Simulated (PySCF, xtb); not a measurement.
CH₄ClFSi, SMILES FC[SiH2]Cl.

Geometry: ωB97X-D3(BJ)/def2-SVP. Other conformers were not sampled.

Computed with IEF-PCM-PBE0/def2-SVP run with PySCF.

The values are the electrostatic part of the solvation free energy, E(continuum) − E(gas) at the gas-phase geometry, in a cavity of scaled van der Waals radii (PySCF's table); cavitation and dispersion terms are not included. In vacuum the orbital gap is 8.94 eV. The dipole moment in vacuum is 2.34 D.

Question: Estimate the values in water (ε = 78.36), n-hexane (ε = 1.88), acetonitrile (ε = 35.69). (The exact figures need the calculation; the answer reports its results.)

Answer: 
| solvent | ε | ΔG(elec) (kcal/mol) | dipole (D) | gap (eV) |
|---|---|---|---|---|
| water | 78.36 | -3.3 | 3.01 | 9.04 |
| n-hexane | 1.88 | -1.2 | 2.57 | 8.98 |
| acetonitrile | 35.69 | -3.2 | 2.99 | 9.04 |

For comparison, GFN2-xTB/ALPB(water) (xtb, at the GFN2-xTB geometry, all terms of that model) gives -2.2 kcal/mol.
